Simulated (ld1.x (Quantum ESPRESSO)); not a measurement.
# Which change was made? (W, PAW)

```
Element                 : tungsten (W)
Generator               : ld1.x (Quantum ESPRESSO) 7.5
Type                    : PAW
Functional              : LDA (PZ)
Relativity              : scalar-relativistic
Frozen core             : [Xe] 4f14
Valence charge          : 6
Reference configuration : 5d4 6s2 6p0
Partial waves           : 6s (bound): rcut 2.85, rcutus 3.10 bohr; 6s channel at 2.3 Ry: rcut 2.85, rcutus 3.10 bohr; 6p (bound, empty): rcut 2.85, rcutus 3.80 bohr; 6p channel at 0.5 Ry: rcut 2.85, rcutus 3.80 bohr; 5d (bound): rcut 1.85, rcutus 2.00 bohr; 5d channel at 1.5 Ry: rcut 1.85, rcutus 2.00 bohr
Local potential         : all-electron potential smoothed inside 3.05 bohr (lloc = -1)
Core correction         : Bessel-smoothed model core inside 1.20 bohr
Augmentation charge     : PSQ, inside the norm-conserving radii
```

Cutoffs, loose and tight: the cutoffs (Ry, on a coarse ladder) from which the occupation-weighted sum of valence levels, in a spherical-Bessel basis at the reference potential, stays within 10 and 1 mRy of its value at 400 Ry. They do not see the model core or the augmentation charge, which bear on the density cutoff. Test errors are all-electron minus pseudo excitation energies from the reference, over the configurations 5d4 6s1 6p0; 5d4 6s0 6p0; 5d3 6s0 6p0; 5d5 6s0 6p0; 5d4 6s0 6p1; 5d4.5 6s1.5 6p0; 5d2 6s0 6p0 (two spin-polarised tests are not counted in the largest error); variants that change the core or the reference have their own tests.

The base gives: outcome: generated; cutoff, loose: 25 Ry; cutoff, tight: 40 Ry; bound ghosts: none; largest test error (meV): -771.

Problem. After one change the result is: outcome: generated; cutoff, loose: 25 Ry; cutoff, tight: 40 Ry; bound ghosts: none; largest test error (meV): -167. Which change was it?
A. reference 5d4 6s1 6p0
B. waves 6s (bound): rcut 2.85, rcutus 4.74 bohr; 6s channel at 2.3 Ry: rcut 2.85, rcutus 4.74 bohr
C. waves 5d (bound): rcut 1.48, rcutus 1.56 bohr; 5d channel at 1.5 Ry: rcut 1.48, rcutus 1.56 bohr

Solution. A. The others give: waves 5d (bound): rcut 1.48, rcutus 1.56 bohr; 5d channel at 1.5 Ry: rcut 1.48, rcutus 1.56 bohr → outcome: generated; cutoff, loose: 40 Ry; cutoff, tight: 50 Ry; bound ghosts: none; largest test error (meV): -770 | waves 6s (bound): rcut 2.85, rcutus 4.74 bohr; 6s channel at 2.3 Ry: rcut 2.85, rcutus 4.74 bohr → outcome: failed: run_pseudo: Errors in PS-KS equation.
